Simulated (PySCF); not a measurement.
Computed Raman spectrum (relative Raman activity) of a molecule C₂H₆BFO. Coordinates come from a r2SCAN-D4/def2-SVP optimisation. One conformer was computed; it need not be the lowest. All values below come from r2SCAN-D4/def2-SVP (PySCF 2.14.0). Frequencies are harmonic and unscaled.

ν (cm⁻¹): 739 (w), 1184 (vw), 1365 (vw), 1403 (vw), 1437 (w), 1442 (w), 1470 (w), 1480 (w), 1509 (vw), 3012 (vs), 3035 (vs), 3100 (s), 3116 (m), 3142 (s), 3160 (s) (against the strongest line: vs over 80 %, s over 45 %, m over 15 %, w over 4 %, vw less)

Task: Which structure fits?
(A) CCOBF
(B) CB(F)CO
(C) COB(C)F
(D) CCB(O)F

Result: C, COB(C)F
